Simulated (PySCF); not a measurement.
CH3AlClFO. Atoms are numbered in the order given.

```xyz
8

Al     0.2792    -0.1111     0.0000
F      1.9353    -0.0379     0.0000
Cl    -0.6404    -1.9779     0.0000
O     -0.6599     1.2740     0.0000
C     -0.5487     2.6699     0.0000
H     -1.0454     3.0921    -0.8911
H      0.5018     3.0140     0.0000
H     -1.0454     3.0921     0.8911
```
Charge 0, spin multiplicity 1.

Geometry optimised at B3LYP-D3(BJ)/def2-SVP. The structure was generated by enumeration; whether it is a known compound was not checked. Other conformers were not sampled.

Calculation: C-PCM-PBE0/def2-SVP in PySCF.

The values are the electrostatic part of the solvation free energy, E(continuum) − E(gas) at the gas-phase geometry, in a cavity of scaled van der Waals radii (PySCF's table); cavitation and dispersion terms are not included. A continuum can't describe solvent molecules that bind to the metal. In vacuum the orbital gap is 7.79 eV. The dipole moment in vacuum is 2.03 D.

```json
[
 {"solvent": "water", "ε": "78.36", "ΔG(elec) (kcal/mol)": "-6.7", "dipole (D)": "2.34", "gap (eV)": "7.85"},
 {"solvent": "1-octanol", "ε": "9.86", "ΔG(elec) (kcal/mol)": "-6.1", "dipole (D)": "2.31", "gap (eV)": "7.85"},
 {"solvent": "diethylether", "ε": "4.24", "ΔG(elec) (kcal/mol)": "…", "dipole (D)": "…", "gap (eV)": "…"}
]
```

Fill in the missing entries. (Estimate from the structure and the level; the computed values follow.)


- diethylether, ΔG(elec) (kcal/mol): -5.1
- diethylether, dipole (D): 2.26
- diethylether, gap (eV): 7.84
